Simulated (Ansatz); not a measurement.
HBF, SMILES `[BH-]F` (excited triplet) (charge -1, multiplicity 3). This triplet is an excited state, 0.69 eV above the relaxed singlet at the level composite: frozen-core CCSD(T) with HF/aug-cc-pVQZ and the correlation energy extrapolated as X^-3 from aug-cc-pVTZ and aug-cc-pVQZ, plus CCSDT(Q) minus CCSD(T) in aug-cc-pVDZ // PBE0-D3(BJ)/def2-TZVPD (Ansatz, an electronic-structure program).

All values below come from frozen-core CCSD(T)/aug-cc-pVQZ // PBE0-D3(BJ)/def2-TZVPD (Ansatz).

Ansatz 0.2 input:
```yaml
crystal:
  periodic: [false, false, false]
  atoms:
    - { symbol: B, position_ang: [-0.087272, 0.42283, 0.0] }
    - { symbol: F, position_ang: [1.179015, -0.161363, -0.000004] }
    - { symbol: H, position_ang: [-1.091743, -0.261466, 0.000004] }
basis:
  gaussian: { orbitals: aug-cc-pVQZ }
correlation:
  method: ccsd_t
total_charge: -1
magnetization:
  spin_polarized: true
  initial_magnetization: 2
```

Output:

```
Functional definition: HF
1249 factors; integrals over basis functions are off by at most 6.5e-4 eV
mean field evaluation 1: about -3386.8686 eV, gradient 3.4e1 eV
mean field evaluation 2: about -3386.8862 eV, gradient 3.4e1 eV
mean field evaluation 4: about -3393.0202 eV, gradient 4.3e0 eV
mean field evaluation 8: about -3393.3784 eV, gradient 1.7e-1 eV
mean field evaluation 16: about -3393.3712 eV, gradient 2.3e-2 eV
mean field evaluation 32: about -3393.3714 eV, gradient 6.8e-4 eV
mean field evaluation 64: about -3393.3668 eV, gradient 1.3e-1 eV
mean field evaluation 96: about -3393.3714 eV, gradient 1.1e-3 eV
mean field evaluation 128: about -3393.4738 eV, gradient 2.9e-1 eV
mean field evaluation 160: about -3393.4473 eV, gradient 9.7e-2 eV
mean field evaluation 192: about -3393.4066 eV, gradient 3.4e-1 eV
mean field evaluation 224: about -3392.4189 eV, gradient 5.5e0 eV
mean field evaluation 256: about -3393.3530 eV, gradient 1.9e-1 eV
mean field evaluation 288: about -3393.3165 eV, gradient 2.9e-1 eV
mean field evaluation 320: about -3393.0294 eV, gradient 9.4e-3 eV
mean field evaluation 352: about -3391.2899 eV, gradient 2.2e0 eV
mean field evaluation 384: about -3390.9570 eV, gradient 4.9e-1 eV
mean field evaluation 416: about -3390.4990 eV, gradient 9.5e-2 eV
mean field evaluation 448: about -3393.5078 eV, gradient 8.0e-2 eV
mean field evaluation 480: about -3393.2864 eV, gradient 4.6e-1 eV
mean field evaluation 512: about -3391.3996 eV, gradient 4.9e-1 eV
mean field evaluation 544: about -3391.1710 eV, gradient 2.1e0 eV
mean field evaluation 576: about -3387.1258 eV, gradient 2.6e0 eV
mean field evaluation 608: about -3391.4138 eV, gradient 2.4e0 eV
mean field evaluation 640: about -3393.3714 eV, gradient 1.7e-6 eV
mean field evaluation 672: about -3393.1070 eV, gradient 2.2e-4 eV
mean field evaluation 704: about -3393.5075 eV, gradient 1.3e-1 eV
mean field evaluation 736: about -3390.9231 eV, gradient 4.3e-1 eV
mean field evaluation 768: about -3391.2192 eV, gradient 3.8e0 eV
mean field evaluation 800: about -3389.4451 eV, gradient 5.7e0 eV
mean field evaluation 832: about -3393.0291 eV, gradient 8.6e-2 eV
mean field -3393.50878281 eV, -124.7091475656 hartree, gradient 1.7e-6 eV, S^2 2.003099; 24 other end points of the search recorded, 0 dependent functions left out
determinant -3393.50878281 eV, -124.7091475656 hartree, with singles and doubles -3404.10599260 eV, -125.0985878423 hartree
determinant -3393.37140768 eV, -124.7040991225 hartree, with singles and doubles -3403.62479741 eV, -125.0809042450 hartree
determinant -3393.10695509 eV, -124.6943806691 hartree, with singles and doubles -3403.22864905 eV, -125.0663460614 hartree
determinant -3393.02939037 eV, -124.6915302182 hartree, with singles and doubles -3403.12724039 eV, -125.0626193618 hartree
determinant -3392.23846484 eV, -124.6624642411 hartree, with singles and doubles -3402.67379633 eV, -125.0459555999 hartree
determinant -3391.34807605 eV, -124.6297430564 hartree, with singles and doubles -3401.53422068 eV, -125.0040769671 hartree
determinant -3390.89314973 eV, -124.6130248228 hartree, with singles and doubles -3401.21981267 eV, -124.9925226861 hartree
determinant -3390.87816000 eV, -124.6124739604 hartree, with singles and doubles -3401.05812288 eV, -124.9865806958 hartree
determinant -3390.64697021 eV, -124.6039778922 hartree, with singles and doubles -3400.97962826 eV, -124.9836960716 hartree
determinant -3390.49440448 eV, -124.5983712048 hartree, with singles and doubles -3400.48247698 eV, -124.9654260993 hartree
determinant -3390.42146413 eV, -124.5956906965 hartree, with singles and doubles -3400.71699244 eV, -124.9740443834 hartree
determinant -3393.50878281 eV, -124.7091475656 hartree, with singles and doubles -3403.97800241 eV, -125.0938842893 hartree
determinant -3393.37140768 eV, -124.7040991225 hartree, with singles and doubles -3403.48962317 eV, -125.0759366832 hartree
determinant -3393.50878281 eV, -124.7091475656 hartree, with singles and doubles -3403.98016228 eV, -125.0939636633 hartree
determinant -3393.37140768 eV, -124.7040991225 hartree, with singles and doubles -3403.49403349 eV, -125.0760987595 hartree
2 core orbitals not correlated
reference -3393.50878281 eV, -124.7091475656 hartree; 7, 5 occupied and 197, 199 virtual orbitals, 1249 factors
second order -10.24048517 eV of doubles, -0.00000000 eV of singles
cycle   1  -10.47138273 eV  change   -3.3e-6 eV  update   2.8e-6
perturbative correction -0.36684949 eV, -0.0134814701 hartree
Total energy: -3404.34701504 eV, -125.1074452534 hartree
```
